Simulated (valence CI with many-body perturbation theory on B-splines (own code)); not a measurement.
# E1 line list for Ru5+

Calculated by valence CI with perturbative core correlation (CI+MBPT): three valence electrons over a frozen Dirac-Fock core [Kr], a basis of 7 s, 7 p, 8 d, 6 f, 4 g, 1 h functions for each j, with the one-electron correlation potential Σ1, the two-electron term Σ2, the three-electron term Σ3, Breit, model QED; selected CI, second order for the rest (own B-spline code, finite nucleus).

No measured levels were compared; by estimate terms of the open shell hold to 2 to 4 % of their energy, and close levels can change places; different configurations can be misplaced against each other by 1,000 to 8,000 cm⁻¹. The list stops below the first excitations out of the core.

Lines 251 to 300 of 562 in falling wavelength, among levels below 274060 cm⁻¹, chosen from the strongest by gf and those to the six lowest levels. Wavelengths and rates use the calculated energies, so an error of 2000 cm⁻¹ moves a line at 505.7 Å by 1 % and its rate by three times that or more. Electric multipoles are in the length gauge, E1 and E2 with the static RPA response of the core. Weak lines are less certain than strong ones. Lines between different terms over intervals too small for the method are left out, as are lines whose strength nearly cancels. Where a level lies close to another of its J and parity, the split of strength between their lines is uncertain. The highest levels of a list are the least certain.

Names give the largest LS component (configuration and term), which can be under half, so a name can repeat, a term be missing and a line seem to break the LS rules; names also repeat where a configuration has a term twice. Letters in brackets count levels of one name in rising energy.

```csv
λ vac (Å),Upper,Lower,A (s⁻¹),S (a.u.) with core polarisation,S without
505.7,4d2 5p 2D°_3/2 [c],4d3 2D_3/2 [b],6.07e+08,1.55e-01,1.74e-01
504.6,4d2 5p 2D°_3/2 [c],4d3 2D_5/2 [b],7.77e+08,1.97e-01,2.23e-01
503.4,4d2 5p 2D°_5/2 [a],4d3 2F_5/2,1.18e+08,4.47e-02,5.13e-02
502.2,4d2 5p 2D°_5/2 [c],4d3 2D_3/2 [b],3.67e+08,1.38e-01,1.54e-01
502.2,4d2 5p 2D°_5/2 [a],4d3 2F_7/2,3.68e+08,1.38e-01,1.62e-01
501.4,4d2 5p 4G°_7/2,4d3 2D_5/2 [a],5.67e+07,2.82e-02,3.20e-02
501.1,4d2 5p 2D°_5/2 [c],4d3 2D_5/2 [b],1.36e+09,5.06e-01,5.71e-01
501.1,4d2 5p 4F°_5/2,4d3 2P_3/2,5.36e+07,2.00e-02,2.33e-02
500.6,4d2 5p 2G°_7/2 [b],4d3 2F_5/2,9.10e+07,4.51e-02,5.41e-02
500.2,4d2 5p 4G°_5/2,4d3 2D_3/2 [a],1.27e+08,4.71e-02,5.40e-02
500.1,4d2 5p 2G°_7/2 [a],4d3 2F_7/2,2.36e+08,1.16e-01,1.34e-01
499.4,4d2 5p 2G°_7/2 [b],4d3 2F_7/2,1.14e+08,5.60e-02,6.46e-02
497.9,4d2 5p 2P°_1/2 [b],4d3 2D_3/2 [b],3.63e+09,4.43e-01,5.00e-01
497.8,4d2 5p 4F°_5/2,4d3 2D_5/2 [a],2.54e+08,9.29e-02,1.06e-01
495.7,4d2 5p 4F°_3/2,4d3 2P_1/2,2.15e+08,5.18e-02,5.99e-02
494.1,4d2 5p 2P°_3/2 [b],4d3 2D_3/2 [b],1.04e+09,2.48e-01,2.79e-01
493.7,4d2 5p 2F°_7/2 [b],4d3 2D_5/2 [b],1.82e+09,8.66e-01,9.72e-01
493.6,4d2 5p 4F°_3/2,4d3 2D_3/2 [a],3.29e+08,7.82e-02,8.94e-02
493.0,4d2 5p 2P°_3/2 [b],4d3 2D_5/2 [b],3.29e+09,7.77e-01,8.79e-01
492.5,4d2 5p 2G°_9/2 [a],4d3 2F_7/2,1.01e+08,5.93e-02,7.14e-02
491.3,4d2 5p 2F°_5/2 [a],4d3 2D_5/2 [a],2.33e+08,8.20e-02,9.33e-02
490.4,4d2 5p 4F°_7/2,4d3 2D_5/2 [a],4.47e+07,2.08e-02,2.37e-02
489.6,4d2 5p 4G°_5/2,4d3 2G_7/2,1.56e+08,5.42e-02,6.26e-02
488.9,4d2 5p 2F°_5/2 [c],4d3 2D_3/2 [b],1.76e+09,6.09e-01,6.81e-01
488.3,4d2 5p 4F°_5/2,4d3 2D_3/2 [a],1.19e+08,4.11e-02,4.76e-02
487.9,4d2 5p 2F°_5/2 [c],4d3 2D_5/2 [b],7.00e+08,2.41e-01,2.71e-01
487.3,4d2 5p 4G°_9/2,4d3 2H_11/2,1.47e+08,8.38e-02,9.92e-02
487.2,4d2 5p 2F°_5/2 [b],4d3 2F_5/2,6.75e+08,2.31e-01,2.66e-01
487.1,4d2 5p 4G°_9/2,4d3 2H_9/2,2.64e+07,1.51e-02,1.75e-02
486.1,4d2 5p 4D°_5/2 [a],4d3 2P_3/2,6.26e+07,2.13e-02,2.44e-02
485.9,4d2 5p 2F°_7/2 [a],4d3 2D_5/2 [a],2.88e+08,1.30e-01,1.46e-01
485.4,4d2 5p 4G°_5/2,4d3 4P_3/2,4.98e+07,1.69e-02,1.93e-02
485.1,4d2 5p 4F°_7/2,4d3 2H_9/2,7.70e+07,3.47e-02,4.02e-02
484.6,4d2 5p 4D°_3/2 [a],4d3 2D_5/2 [a],1.30e+08,2.92e-02,3.37e-02
484.3,4d2 5p 2S°_1/2,4d3 2P_3/2,8.62e+08,9.66e-02,1.13e-01
483.5,4d2 5p 4G°_7/2,4d3 2G_9/2,1.92e+08,8.56e-02,1.00e-01
483.5,4d2 5p 2G°_7/2 [c],4d3 2F_5/2,6.07e+08,2.71e-01,2.99e-01
482.5,4d2 5p 2D°_3/2 [a],4d3 2P_1/2,4.86e+08,1.08e-01,1.24e-01
482.3,4d2 5p 2G°_7/2 [c],4d3 2F_7/2,8.98e+07,3.98e-02,4.37e-02
482.2,4d2 5p 2D°_5/2 [a],4d3 2P_3/2,2.00e+09,6.65e-01,7.58e-01
482.0,4d2 5p 2F°_5/2 [a],4d3 2D_3/2 [a],4.31e+08,1.43e-01,1.63e-01
480.5,4d2 5p 2D°_3/2 [a],4d3 2D_3/2 [a],6.44e+08,1.41e-01,1.61e-01
479.8,4d2 5p 4F°_5/2,4d3 4P_5/2,1.41e+08,4.60e-02,5.22e-02
479.5,4d2 5p 4F°_3/2,4d3 4P_1/2,1.58e+08,3.43e-02,3.93e-02
479.4,4d2 5p 4F°_9/2,4d3 2H_11/2,2.62e+08,1.43e-01,1.65e-01
479.2,4d2 5p 4F°_3/2,4d3 4P_3/2,3.29e+08,7.14e-02,8.14e-02
479.2,4d2 5p 2D°_5/2 [a],4d3 2D_5/2 [a],8.26e+08,2.69e-01,3.04e-01
479.1,4d2 5p 4F°_9/2,4d3 2H_9/2,6.67e+07,3.62e-02,4.16e-02
478.2,4d2 5p 4F°_5/2,4d3 2G_7/2,5.85e+07,1.90e-02,2.17e-02
477.9,4d2 5p 2G°_9/2 [b],4d3 2F_7/2,6.33e+08,3.41e-01,3.70e-01
```
